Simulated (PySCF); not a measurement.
Pb²⁺: excitation energy

Pb²⁺ [Xe] 4f14 5d10 6s2 (1S) → Pb²⁺ [Xe] 4f14 5d10 6s1 6p1 (3P), as a difference of total energies. All numbers are calculated (PySCF 2.14, the spin-free X2C one-electron Hamiltonian (Gaussian nucleus), in x2c-TZVPPall). Correlated levels: valence: [Xe] 4f14 5d10 frozen; valence and next inner shell: [Kr] 4d10 4f14 frozen. The calculations carry no spin-orbit coupling.

| method | excitation energy (eV) |
| --- | --- |
| UHF | 7.570 |
| LDA | 9.711 |
| PBE | 9.432 |
| PBE0 | 9.062 |
| r2SCAN | 9.102 |
| BP86 | 9.492 |
| B97-3 | 9.313 |
| wB97X-V | 9.094 |
| MP2 (valence) | 8.067 |
| SCS-MP2 (valence) | 8.212 |
| MP2 (valence and next inner shell) | 9.301 |
| SCS-MP2 (valence and next inner shell) | 9.295 |

How much does correlation contribute at MP2 (valence and next inner shell)?

9.301 − (7.570) = 1.731 eV, measured against UHF.

A first-order spin-orbit estimate (lowest level to lowest level, LS coupling) adds -1.307 eV.

The basis was made for the ground configuration and has no added diffuse functions, so the excitation energy can come out too high.
